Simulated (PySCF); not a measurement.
PySCF 2.14 output of an unrestricted B3LYP calculation on a single atom or ion in cc-pVTZ-PP with ECP28MDF (5s5p4d2f1g, 63 functions), with scalar relativity through the core potential:

```
SCF conv_tol = 1e-09
number electrons alpha = 7  beta = 4
    P. J. Stephens, F. J. Devlin, C. F. Chabalowski, and M. J. Frisch.,  J. Phys. Chem. 98, 11623 (1994)
cycle= 1 E= -66.0347858314606  delta_E= -0.00262  |g|= 0.00752  |ddm|= 0.216
cycle= 2 E= -66.03480394397  delta_E= -1.81e-05  |g|= 0.00183  |ddm|= 0.0177
cycle= 3 E= -66.0348048784058  delta_E= -9.34e-07  |g|= 0.000575  |ddm|= 0.00538
cycle= 4 E= -66.0348049794826  delta_E= -1.01e-07  |g|= 8.91e-06  |ddm|= 0.00139
cycle= 5 E= -66.0348049795088  delta_E= -2.63e-11  |g|= 2.83e-07  |ddm|= 2.68e-05
converged SCF energy = -66.0348049795088  <S^2> = 3.751001  2S+1 = 4.0005005
```

The run itself started from symmetry-adapted Hartree-Fock orbitals and held the occupation by maximum overlap, on a logarithmic radial grid, so the iterations belong to that start.

**Question.** Which element, charge and spin multiplicity is this?

**Answer.** Mo³⁺ (molybdenum, charge +3), multiplicity 4; the state was [Kr] 4d3, high-spin 4F determinant.

Energies and moments cover only the electrons outside the core potential.
